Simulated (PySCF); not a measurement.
CH3BrSn, singlet, geometry from GFN2-xTB (such geometries of metal compounds can be far from the true shape) (all electrons, no relativity).

PySCF was given this input:
```python
from pyscf import gto, scf, mcscf
import numpy

mol = gto.Mole()
mol.atom = '''
    Sn   -0.164603   -0.451649    0.819796
    Br    0.503764    1.180332   -0.988982
    C    -0.996948   -1.992402   -0.618309
    H    -0.214439   -2.355749   -1.290605
    H    -1.774562   -1.554841   -1.250559
    H    -1.430880   -2.864137   -0.124429
'''
mol.basis = 'sto-3g'
mol.charge = 0
mol.spin = 0
mol.verbose = 3
mol.build()

mf = scf.RHF(mol)
mf.kernel()
mc = mcscf.CASSCF(mf, 3, 4)
mc.fix_spin_(ss=0.0)
mc = mc.state_average_([0.5, 0.5])
mc.kernel()
```

What SCF-reference HOMO-LUMO gap does SA2-CASSCF(4,3)/STO-3G run with PySCF give?

9.36 eV

Predict the SCF-reference Mulliken (on the basis functions themselves) charges in atom order from SA2-CASSCF(4,3)/STO-3G.

Sn1 0.61, Br2 -0.35, C3 -0.37, H4 0.04, H5 0.04, H6 0.03

What is the computed number of basis functions (SA2-CASSCF(4,3)/STO-3G)?

53

Give the SCF-reference dipole moment at the level SA2-CASSCF(4,3)/STO-3G.

2.62 D

Estimate the total energy of the lowest state that SA2-CASSCF(4,3)/STO-3G returns for this input.

-8547.1660 Eh

Roughly what does it cost on one core?

roughly 10 core-seconds.
